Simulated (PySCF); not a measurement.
# Shifts of the heteroatoms

Molfile (atoms numbered from 1):
```
C4HF9
     RDKit          3D

 14 13  0  0  0  0  0  0  0  0999 V2000
   -0.4868    0.4711    1.9984 F   0  0  0  0  0  0  0  0  0  0  0  0
   -0.2174    1.1494    0.8901 C   0  0  0  0  0  0  0  0  0  0  0  0
    0.8785    1.8714    1.1020 F   0  0  0  0  0  0  0  0  0  0  0  0
   -1.2188    1.9930    0.6606 F   0  0  0  0  0  0  0  0  0  0  0  0
   -0.0263    0.2153   -0.3110 C   0  0  0  0  0  0  0  0  0  0  0  0
   -1.1434   -0.8309   -0.4109 C   0  0  0  0  0  0  0  0  0  0  0  0
   -1.1944   -1.3267   -1.6426 F   0  0  0  0  0  0  0  0  0  0  0  0
   -2.3256   -0.2809   -0.1469 F   0  0  0  0  0  0  0  0  0  0  0  0
   -0.9543   -1.8342    0.4374 F   0  0  0  0  0  0  0  0  0  0  0  0
    1.3679   -0.4232   -0.3320 C   0  0  0  0  0  0  0  0  0  0  0  0
    1.6911   -0.9319    0.8512 F   0  0  0  0  0  0  0  0  0  0  0  0
    1.4225   -1.3990   -1.2334 F   0  0  0  0  0  0  0  0  0  0  0  0
    2.2823    0.4822   -0.6626 F   0  0  0  0  0  0  0  0  0  0  0  0
   -0.1005    0.8404   -1.2121 H   0  0  0  0  0  0  0  0  0  0  0  0
  1  2  1  0
  2  3  1  0
  2  4  1  0
  2  5  1  0
  5  6  1  0
  6  7  1  0
  6  8  1  0
  6  9  1  0
  5 10  1  0
 10 11  1  0
 10 12  1  0
 10 13  1  0
  5 14  1  0
M  END
```

PySCF 2.14.0 with density-fitted response routines calculation with geometry: PBE0-D3(BJ)/def2-SVP, σ from GIAO-PBE/pcSseg-2 and couplings computed with B3LYP/pcJ-1 (spin–dipole term only in couplings to heteroatoms); isolated molecule, one conformer, non-relativistic, averaged over atoms made equivalent by symmetry, fast rotation or ring inversion.

Problem. What are the $^{19}$F shifts?

Solution. 
```csv
atoms,environment,σ (ppm),δ (ppm)
F1/F3/F4/F7/F8/F9/F11/F12/F13,fluorine of a CF3 group,232.2,-65.6
```

Shieldings were converted by a linear fit to measured shifts: $^{19}$F: δ = 129.84 − 0.908σ +15.4 on sp3 carbon (rms 2.5 ppm, 13 shifts, 7.0 ppm with the 2 outliers that the fit left out vs CFCl3, solution or neat liquid). A few per cent of atoms miss by over 2 rms, more outside the fitted compound classes. Couplings are scaled by factors fitted to measured values: $^{1}J$(C,F) × 0.77 (rms 7.3 Hz), $^{2}J$(C,F) × 1.09 (rms 1.9 Hz, 5.0 with 1 outliers), $^{3}J$(C,F) × 1.48 (rms 1.3 Hz); all others are unscaled and can be 10–30 % off.

Couplings (the largest are listed; each averaged over equivalent pairs): $^{1}J$(F1,C2) = -270.3 Hz, $^{2}J$(F1,F3) = 64.0 Hz, $^{2}J$(F1,C5) = 33.4 Hz, $^{3}J$(F1,H14) = 7.3 Hz, $^{3}J$(F1,C6) = 2.6 Hz.

On a 400 MHz spectrometer $^{19}$F resonates near 376.4 MHz, so 1 ppm is 376.4 Hz.
